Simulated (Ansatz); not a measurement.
Reaction (formal exchange of groups at a C–Cl bond): `N=C([SiH3])Cl` + `CI` → `N=C([SiH3])CI` + HCl

Computed with Ansatz on PBE0-D4/def2-TZVP structures; ΔE is electronic, products minus reactants. CCSD(T)/CBS is the MP2 limit (def2-TZVPP, def2-QZVPP) plus CCSD(T) − MP2 in def2-TZVPP, frozen cores. This one scheme is used for every species. DFT in def2-TZVPP. Elements past krypton have def2 core potentials. For I outer-core shells are correlated without core-valence functions, which leaves a few kJ/mol of doubt a bond. One conformer a species, not always the lowest.

`N=C([SiH3])Cl`:

```xyz
8

N    -1.630   -0.559    0.315
C    -0.602    0.144    0.390
Si    0.984   -0.179   -0.592
Cl   -0.477    1.578    1.447
H    -2.397   -0.246    0.912
H     2.085   -0.375    0.380
H     1.253    1.019   -1.422
H     0.784   -1.382   -1.431
```

`CI`:

```xyz
5

C    -0.125   -0.157    0.108
I     1.039    1.314   -0.899
H    -0.807   -0.590   -0.617
H     0.557   -0.905    0.500
H    -0.665    0.339    0.908
```

`N=C([SiH3])CI`:

```xyz
11

N    -0.473   -1.320    1.112
C    -0.192   -0.319    0.382
Si    1.590   -0.251   -0.287
C    -1.170    0.760    0.041
I    -1.520    0.768   -2.080
H    -1.453   -1.310    1.414
H     1.919    1.145   -0.680
H     1.718   -1.137   -1.469
H     2.501   -0.702    0.791
H    -2.139    0.613    0.517
H    -0.782    1.754    0.258
```

HCl:

Z-matrix (Å, degrees):
```
Cl
H 1 1.279
```

| level | ΔE (eV) |
| --- | --- |
| B2PLYP | 0.11 |
| r2SCAN | 0.15 |
| CCSD/def2-TZVPP | -0.04 |
| CCSD(T)/def2-TZVPP | -0.03 |

Q: What does CCSD(T)/CBS give? (Best estimate.)

A: The calculation gave: -0.02 eV. The listed levels differ from it by 0.13, 0.17, -0.02, -0.01 eV.

Largest T1 diagnostic among the species: 0.013.

From PBE to PBE0 (25 % exact exchange), in def2-TZVPP and without D4, ΔE moves by −0.07 eV. The D4 term adds −0.11 eV with B3LYP and −0.06 eV with PBE0; it sums over pairs of atoms, weighted by their polarisabilities, and B3LYP, whose exchange is more repulsive, gets the larger term.

B3LYP here is the variant with VWN-RPA as its local correlation; programs differ in this.
